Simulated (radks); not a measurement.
Problem. Neutral gallium, configuration [Ar] 3d10 4s2 5s1 (not the ground configuration). All-electron calculation, Dirac Kohn-Sham, exchange-only LDA, spin-unpolarised, spherical densities, finite nucleus; Fermi nuclear charge, rms radius 3.9973 fm. Program: a radial shooting solver on a logarithmic mesh with Libxc functionals. Some entries of the table are withheld. Estimate them.

orbital  occ.  eigenvalue (hartree)  <r> (bohr)
1s1/2       2             -375.1883     0.04867
2s1/2       2             -46.37328      0.2180
2p1/2       2             -41.10741         (1)
2p3/2       4             -40.09360         (2)
3s1/2       2              -5.50984      0.6532
3p1/2       2              -3.80858      0.6729
3p3/2       4              -3.67493      0.6839
3d3/2       4              -0.81882      0.8076
3d5/2       6              -0.80184      0.8140
4s1/2       2              -0.42088       2.252
4p1/2       0              -0.16848         (3)
4p3/2       0              -0.16286         (4)
5s1/2       1                   (5)       7.642
4d3/2       0              -0.00078       13.07
4d5/2       0              -0.00076       13.10
6s1/2       0              -0.00067       28.52

Solution. 
(1) 2p1/2 <r> (bohr): 0.1885
(2) 2p3/2 <r> (bohr): 0.1920
(3) 4p1/2 <r> (bohr): 3.030
(4) 4p3/2 <r> (bohr): 3.085
(5) 5s1/2 eigenvalue (hartree): -0.04342
